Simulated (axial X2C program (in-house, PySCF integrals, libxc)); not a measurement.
# Nuclear properties of HfS

Calculated with an axial X2C code built on PySCF integrals: two-component X2C with atomic mean-field Coulomb and Gaunt terms, Gaussian nuclei, basis Hf dyall-cv3z, S dyall-av3z with contracted cores.

R = 2.152 Å (near the PBE0 minimum at charge 0 of the determinant lowest at the starting distance; the state shown can have its own minimum elsewhere).

Input and command:
```json
{"zs": [72, 16], "q": 0, "bas": ["dyall-cv3z", "dyall-av3z"], "r0": 2.22, "levels": ["PBE0", "HF", "B3LYP", "BHandHLYP", "BP86"], "nst": 3}
```
```bash
python soeom.py task.json out
```

Keys: zs atomic numbers; q charge; bas basis sets; r0 starting distance in Å; levels methods; nst determinants followed.

Determinant lowest in the PBE0 search, Ω = 0 (closed shell), highest spinor 51% Hf s, 26% Hf d, 9% S p:

```
    level  qzz Hf (a.u.)  qzz S (a.u.)  μ (D)
     PBE0          -6.92         -0.79  -4.07
       HF          -7.67         -0.91  -4.95
    B3LYP          -7.05         -0.79  -4.00
BHandHLYP          -7.22         -0.81  -4.49
     BP86          -6.90         -0.78  -3.59
```

Determinant 0.54 eV from it at PBE0 and this distance, Ω = 1 (⟨Sz⟩ = -0.99, ⟨Lz⟩ = 1.99 at PBE0), spin on the atoms Hf -1.05, S 0.06:

```csv
level,Eeff magnitude (GV/cm),Ws magnitude Hf (kHz),A∥/gI Hf (MHz),qzz Hf (a.u.),A∥/gI S (MHz),qzz S (a.u.),μ (D)
PBE0,31.4,27.6,-3170,-2.04,-43.9,-0.52,-5.64
HF,40.6,35.7,-3130,-2.40,-39,-0.81,-6.90
B3LYP,31.5,27.7,-3160,-2.09,-45,-0.46,-5.40
BHandHLYP,34.8,30.6,-3260,-2.05,-45.8,-0.55,-6.09
BP86,29.1,25.6,-3110,-2.12,-45.1,-0.44,-4.93
```

Eeff is the effective electric field on the electron electric dipole moment in this Ω state and Ws the scalar–pseudoscalar constant of the nucleus named (defined with the proton number Z and per Ω); A∥ (defined per Ω) follows by multiplying with gI = μI/(I μN); qzz is the electric field gradient, eQq0 = 234.96 MHz × Q/barn × qzz; μ is positive if the S end (last atom) is positive. The operators were transformed with the bare-nucleus X2C matrices; with these basis sets, hyperfine constants and field gradients can be off by tens of per cent, and where levels differ in sign neither size nor sign is settled.

Task: With Q(177Hf) = 3.365 barn, Q(33S) = -0.0694 barn (Q from Pyykkö, Mol. Phys. 2018), turn the PBE0 values of the first state into constants in MHz.

Result: eQq0(177Hf) = 234.96 × (3.365) × (-6.92) = -5470 MHz; eQq0(33S) = 234.96 × (-0.0694) × (-0.79) = 12.9 MHz.

Each state is one determinant with collinear spin, which with several unpaired electrons need not be a pure state. Unrestricted Hartree–Fock can overshoot spin polarisation at the nuclei. With several open shells hyperfine constants can be off by a factor of several. Open-shell Ω = 0 determinants with evenly filled partner blocks cannot be reached by this program, so the Ω shown need not be the lowest component. The search compared states at one distance, so a state with another bond length can lie lower. Further determinants of the search, some of them spin-mixed, are not shown. PBE0 term energies can be off by some tenths of an eV.
